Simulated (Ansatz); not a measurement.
GeSe2⁺ (the lowest doublet isomer of a short search) was relaxed with PBE0-D4 (def2-TZVP) in Ansatz in these states: charge +1 doublet, charge +1 quartet. The geometries follow in no particular order.

A:

```xyz
3

Ge    1.618    0.488    0.366
Se   -0.806    0.447   -1.023
Se   -0.813   -0.935    0.657
```

B:

```tsv
atom	x (Å)	y (Å)	z (Å)
Ge1	-0.293	-1.325	-0.450
Se2	0.869	0.239	1.002
Se3	-0.576	1.086	-0.552
```

Judge from the bond lengths which geometry belongs to which state (an estimate).

A is the charge +1 quartet (Ge1–Se3 2.832 Å, Ge1–Se2 2.794 Å, Se2–Se3 2.176 Å); B is the charge +1 doublet (Ge1–Se3 2.430 Å, Ge1–Se2 2.430 Å, Se2–Se3 2.285 Å).
